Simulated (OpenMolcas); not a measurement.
## Se: effect of the basis set

```
Program             : OpenMolcas
Method              : RASSCF
Active space        : 6 electrons in 9 orbitals (RAS2 4s 4p; RAS3 4d, at most 2 electrons)
State averaging     : 2S+1 = 3 even, 3 roots; 2S+1 = 1 even, 6 roots; 2S+1 = 3 odd, 3 roots
Spin-orbit coupling : RASSI with atomic mean-field integrals over the reference wave functions, term energies averaged over their components
```

A. ANO-RCC-VTZP [6s5p3d1f], DKH2, point nucleus; cost about 23 core-seconds
B. ANO-RCC-VQZP [7s6p4d2f1g], DKH2, point nucleus; cost roughly 25 core-seconds
C. ANO-RCC [9s8p6d4f2g], DKH2, point nucleus; cost about 30 core-seconds

Energies in cm⁻¹ above 4s² 4p⁴ ³P₂, the measured ground level; measured values from NIST Handbook of Basic Atomic Spectroscopic Data.

| Level | A | B | C | Measured |
| --- | --- | --- | --- | --- |
| 4s² 4p⁴ ³P₂ | 0.0 | 0.0 | 0.0 | 0.0 |
| 4s² 4p⁴ ³P₁ | 1788 | 1796 | 1792 | 1989 |
| 4s² 4p⁴ ³P₀ | 2368 | 2376 | 2371 | 2534 |
| 4s² 4p⁴ ¹D₂ | 11198 | 11195 | 11192 | 9576 |
| 4s² 4p⁴ ¹S₀ | 23923 | 23900 | 23897 | 22446 |

Deviations, from unrounded energies. A percentage is the sum of absolute deviations over the sum of measured energies, with the sign that they share, or ± where signs differ.

```json
{"Against measurement": "mean absolute deviation (cm-1)", "Levels": "4", "A": "870", "B": "860", "C": "860"}
{"Against measurement": "fine structure of the ground term (%)", "Levels": "2", "A": "-8.1", "B": "-7.8", "C": "-8.0"}
{"Against measurement": "other terms of the ground configuration (%)", "Levels": "2", "A": "+9.7", "B": "+9.6", "C": "+9.6"}
```

A, B, C lie about equally close to measurement. The largest miss of B in the table is 4s² 4p⁴ ¹D₂, by +1600 cm-1. The ranking rests on the paired levels alone, and a cruder setting can come out closer through cancelling errors.

Among A to C the level of the table that moves most is 4s² 4p⁴ ¹S₀, by 25 cm-1 (lowest in C, highest in A).

Without dynamic correlation excited terms often stand tens of per cent too high (terms of higher spin than the ground term too low), and those without a measured partner can miss by more than the paired ones. Active for correlation alone: 4d; no level in the range computed is led by a configuration that fills it, so any true level of that kind is missing. Computed and measured levels are paired by configuration, term and J; levels that our copy of the source lacks, or whose pairing is in doubt (as where it misses far off the trend of its configuration), stay unpaired and out of the deviations. Levels of configurations outside the active space are missing. The table leaves out levels that lie high or whose names do not pair safely across all columns.
